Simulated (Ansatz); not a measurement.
Cartesian coordinates (Å):
SMILES: BOC=O
```xyz
7

B     -1.1942    -0.1337     0.0026
O      0.0551    -0.6621     0.2108
C      1.2105     0.0632     0.0841
O      1.3060     1.2338     0.2672
H     -1.3128     0.9486    -0.4712
H     -2.1035    -0.8423     0.2889
H      2.0389    -0.6075    -0.1748
```
Charge 0, multiplicity 1.

The numbers are results of Ansatz (a program for electronic structure) with frozen-core CCSD(T)/cc-pVTZ // B3LYP-D3(BJ)/def2-TZVP, not measurements.

| Item | Value |
|---|---|
| HF energy | -214.13836 Ha |
| MP2 correlation energy | -0.71881 Ha |

**Question.** Estimate the CCSD correlation energy, the (T) correction, the total energy and the T1 diagnostic.

**Answer.** 
```json
{
  "CCSD correlation energy": "-0.73475 Ha",
  "(T) correction": "-0.03032 Ha",
  "CCSD(T) total energy": "-214.90343 Ha",
  "T1 diagnostic": "0.017"
}
```
